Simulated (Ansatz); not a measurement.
PBE exchange is replaced step by step with exact exchange (0 % is PBE, 25 % PBE0; no dispersion term), basis def2-TZVP, Ansatz. System: Na₂Sb (the lowest doublet isomer of a short search). Total charge 0; doublet. Geometry: PBE0-D4/def2-TZVP, each spin state at its own.

Geometry of the doublet:

Cartesian coordinates in Å:
```
Na -1.6333 0.3085 1.3978
Na 0.8116 0.5915 -1.9257
Sb 0.8217 -0.9000 0.5278
```

In the def2 sets Sb takes a core potential; there is no spin–orbit coupling. The structure comes from a short search, and lower isomers may exist.

HOMO and LUMO are taken over both spins.

```
exact exchange (%)  HOMO (eV)  LUMO (eV)  gap (eV)   ⟨S²⟩  quartet − doublet (kJ/mol)
                 0      -3.48      -2.58      0.90  0.767                        83.6
                 5      -3.59      -2.38      1.21  0.769                        83.0
                10      -3.69      -2.19      1.51  0.770                        82.6
                15      -3.80      -2.00      1.80  0.771                        82.2
                25      -4.01      -1.62      2.39  0.774                        81.6
                35      -4.22      -1.27      2.96  0.777                        81.3
                50      -4.56      -0.93      3.62  0.781                        81.5
```
